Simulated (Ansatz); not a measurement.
System: MoCl (charge 0, quartet). The spin state was set by rule; other spins were not relaxed. 
Structure (B3LYP-D3(BJ)/def2-TZVP (Ansatz, a first-principles code) minimum search):
SMILES: [Mo][Cl]
```xyz
2

Mo     0.0000     0.0000    -0.6552
Cl     0.0000     0.0000     1.6188
```
Charge 0, spin multiplicity 4.

Total electronic energies in hartree. Cores are frozen in the correlated levels unless marked. Open shells are spin-unrestricted. Spin-orbit coupling is left out. The frozen core is the preceding noble-gas configuration, with the filled d and f shells of earlier blocks. In def2 rows, elements after Kr have scalar-relativistic effective core potentials. STO-3G rows are all-electron and non-relativistic. CBS marks a two-point X^-3 extrapolation of the correlation energy; Hartree-Fock from the larger set. The bracket is a focal-point correction in the basis named. The program attaches cautions to a run behind RI-MP2/CBS(def2-TZVPP,def2-QZVPP): other amplitudes. The program attaches cautions to a run behind CCSD/def2-TZVPP: other amplitudes. The program attaches cautions to a run behind CCSD(T)/def2-TZVPPD: other amplitudes. The program attaches cautions to a run behind CCSD(T)/def2-QZVPP: other amplitudes. The program attaches cautions to a run behind CCSD(T)/def2-QZVPPD: other amplitudes. The program attaches cautions to a run behind RI-MP2/CBS(def2-TZVPP,def2-QZVPP)+[CCSD(T)-MP2]/def2-SVP: other amplitudes. The program attaches cautions to a run behind RI-MP2/CBS(def2-TZVPPD,def2-QZVPPD)+[CCSD(T)-MP2]/def2-QZVPPD: other amplitudes.

The UHF reference is spin-contaminated (<S^2> 1.01 over the pure value in the largest basis). The T1 diagnostic of CCSD in the largest basis is 0.111, which is high, so the coupled-cluster rows are less sure than usual.

```json
[
 {"level": "RI-HF/def2-QZVPP", "program": "Ansatz", "energy (Eh)": "-527.08318"},
 {"level": "RI-HF/def2-QZVPPD", "program": "Ansatz", "energy (Eh)": "-527.08326"},
 {"level": "PBE/def2-TZVPD", "program": "Ansatz", "energy (Eh)": "-528.18719"},
 {"level": "BLYP-D3(BJ)/def2-TZVPD", "program": "Ansatz + dftd3", "energy (Eh)": "-528.33224"},
 {"level": "BLYP-D4/def2-TZVPD", "program": "Ansatz + dftd4", "energy (Eh)": "-528.33258"},
 {"level": "BLYP/def2-TZVPD", "program": "Ansatz", "energy (Eh)": "-528.32831"},
 {"level": "revPBE-D4/def2-TZVPD", "program": "Ansatz + dftd4", "energy (Eh)": "-528.33264"},
 {"level": "B3LYP-D3(BJ)/def2-TZVPD", "program": "Ansatz + dftd3", "energy (Eh)": "-528.39661"},
 {"level": "r2SCAN0-D4/def2-TZVPD", "program": "Ansatz + dftd4", "energy (Eh)": "-528.31981"},
 {"level": "r2SCAN0/def2-TZVPD", "program": "Ansatz", "energy (Eh)": "-528.31934"},
 {"level": "HSE06-D4/def2-TZVPD", "program": "Ansatz + dftd4", "energy (Eh)": "-528.18763"},
 {"level": "wB97M-V/def2-TZVPD", "program": "Ansatz", "energy (Eh)": "?"},
 {"level": "wB97X-V/def2-TZVPD", "program": "Ansatz", "energy (Eh)": "-528.23251"},
 {"level": "RPA@PBE/def2-QZVPP", "program": "Ansatz", "energy (Eh)": "-527.63200"},
 {"level": "RI-MP2/def2-QZVPP", "program": "Ansatz", "energy (Eh)": "-527.40853"},
 {"level": "RI-MP2/CBS(def2-TZVPP,def2-QZVPP)", "program": "Ansatz", "energy (Eh)": "-527.4371"},
 {"level": "CCSD/STO-3G", "program": "Ansatz", "energy (Eh)": "-4390.56899"},
 {"level": "CCSD/def2-TZVPP", "program": "Ansatz", "energy (Eh)": "-527.39874"},
 {"level": "CCSD(T)/def2-TZVPPD", "program": "Ansatz", "energy (Eh)": "-527.43909"},
 {"level": "CCSD(T)/def2-QZVPP", "program": "Ansatz", "energy (Eh)": "-527.48497"},
 {"level": "CCSD(T)/def2-QZVPPD", "program": "Ansatz", "energy (Eh)": "-527.48532"},
 {"level": "RI-MP2/CBS(def2-TZVPP,def2-QZVPP)+[CCSD(T)-MP2]/def2-SVP", "program": "Ansatz", "energy (Eh)": "-527.5350"},
 {"level": "RI-MP2/CBS(def2-TZVPPD,def2-QZVPPD)+[CCSD(T)-MP2]/def2-QZVPPD", "program": "Ansatz", "energy (Eh)": "-527.5256"}
]
```

Question: Complete the blanks.

Answer: 
- wB97M-V/def2-TZVPD, energy (Eh): -528.23967
